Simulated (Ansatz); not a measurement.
C7H4F6OS (`OC(c1ccsc1)(C(F)(F)F)C(F)(F)F`). Charge 0, multiplicity 1. The structure was optimised at the PBE0-D4/def2-TZVP level. It is one conformer, not always the lowest.

```xyz
19

O     1.974    0.467    0.434
C     0.775    0.335   -0.267
C    -0.297   -0.348    0.549
C    -1.678   -0.447    0.229
C    -2.375   -1.152    1.162
S    -1.365   -1.702    2.419
C     0.008   -0.996    1.714
C     0.328    1.759   -0.694
F    -0.772    1.768   -1.443
F     0.073    2.466    0.417
F     1.280    2.398   -1.361
C     1.132   -0.540   -1.493
F     2.103   -0.008   -2.226
F     0.068   -0.710   -2.280
F     1.539   -1.738   -1.086
H     1.793    0.955    1.245
H    -2.135   -0.020   -0.651
H    -3.431   -1.372    1.171
H     0.981   -1.116    2.164
```

Q: What is the dipole moment at PBE/def2-TZVPP? (Estimate.)

A: The calculation gave: 2.68 D, with components (-1.43, -0.30, 2.24) D in this frame, pointing from negative to positive charge.

Q: And with r2SCAN, B3LYP, ωB97M-V? (Estimate.)

A: Ansatz gave: r2SCAN 2.76 D, B3LYP 2.90 D, ωB97M-V 2.91 D.

Q: Give the Mulliken charges with PBE, ωB97M-V, r2SCAN in def2-TZVPP. (An estimate is asked.)

A: Ansatz gave: 
```tsv
atom	PBE	ωB97M-V	r2SCAN
O1	-0.27	-0.28	-0.33
C2	0.21	0.09	0.32
C3	-0.04	-0.01	-0.02
C4	-0.25	-0.20	-0.28
C5	-0.07	-0.14	-0.07
S6	0.06	0.13	0.09
C7	-0.16	-0.20	-0.19
C8	0.34	0.45	0.44
F9	-0.13	-0.15	-0.17
F10	-0.14	-0.16	-0.18
F11	-0.11	-0.14	-0.15
C12	0.37	0.47	0.48
F13	-0.11	-0.14	-0.15
F14	-0.13	-0.15	-0.17
F15	-0.12	-0.15	-0.16
H16	0.19	0.18	0.20
H17	0.12	0.14	0.11
H18	0.12	0.13	0.11
H19	0.12	0.13	0.11
```

B3LYP here is the variant with VWN-RPA as its local correlation; programs differ in this.
